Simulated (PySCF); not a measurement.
PbI, SMILES [I][Pb] (connectivity only; charge and spin as stated), neutral, multiplicity 2.

Coordinates come from a B3LYP-D3(BJ)/def2-TZVP optimisation. The spin state was assumed, not searched. The def2 effective core potentials stand for the cores of I, Pb; spin–orbit coupling is left out.

Computed with PySCF with B3LYP-D3(BJ)/def2-TZVP.

Frequencies are harmonic and unscaled.

| mode | ν (cm⁻¹) | IR (km/mol) | moving atoms (share of kinetic energy) |
|---|---|---|---|
| 1 | 159 | 16.0 | I 62 %, Pb 38 % |
